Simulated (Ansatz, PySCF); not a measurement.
WO2F, SMILES [O]=[W+](=[O])[F], charge +1, multiplicity 1. Atoms are numbered in the order given.

```xyz
4

W      0.0344    -0.2161     0.0000
O      0.7672     0.5209    -1.3179
O      0.7672     0.5209     1.3179
F     -1.6693     0.3989     0.0000
```
Charge +1, spin multiplicity 1.

Geometry optimised at r2SCAN-D4/def2-TZVP. The spin state was assumed, not searched. The isomer is the one that the SMILES or the coordinates give; other isomers of the formula were not compared. The def2 effective core potentials stand for the cores of W; spin–orbit coupling is left out.

Two levels are set side by side: PBE-D3(BJ)/def2-TZVP (Ansatz, an electronic-structure program) and r2SCAN-D4/def2-TZVP (Ansatz). Each level has its own optimised geometry; the coordinates shown are those of the second. Frequencies come from the Hessian of PySCF at each geometry. Differences are taken from unrounded values.

```
quantity                            r2SCAN-D4
----------------------------------  ---------
mean bond length (Å)                    1.723
bond W1–O2 (Å)                          1.678
bond W1–O3 (Å)                          1.678
bond W1–F4 (Å)                          1.811
highest harmonic wavenumber (cm⁻¹)       1090
mean harmonic wavenumber (cm⁻¹)           637
zero-point energy (kcal/mol)             5.46
```

What does PBE-D3(BJ) give, and how far is it from r2SCAN-D4? (The exact figures need the calculation; the answer reports its results.)


```json
[
 {"quantity": "mean bond length (Å)", "PBE-D3(BJ)": "1.734", "PBE-D3(BJ) minus r2SCAN-D4": "0.012"},
 {"quantity": "bond W1–O2 (Å)", "PBE-D3(BJ)": "1.690", "PBE-D3(BJ) minus r2SCAN-D4": "0.012"},
 {"quantity": "bond W1–O3 (Å)", "PBE-D3(BJ)": "1.690", "PBE-D3(BJ) minus r2SCAN-D4": "0.012"},
 {"quantity": "bond W1–F4 (Å)", "PBE-D3(BJ)": "1.823", "PBE-D3(BJ) minus r2SCAN-D4": "0.011"},
 {"quantity": "highest harmonic wavenumber (cm⁻¹)", "PBE-D3(BJ)": "1050", "PBE-D3(BJ) minus r2SCAN-D4": "-40"},
 {"quantity": "mean harmonic wavenumber (cm⁻¹)", "PBE-D3(BJ)": "617", "PBE-D3(BJ) minus r2SCAN-D4": "-20"},
 {"quantity": "zero-point energy (kcal/mol)", "PBE-D3(BJ)": "5.29", "PBE-D3(BJ) minus r2SCAN-D4": "-0.17"}
]
```
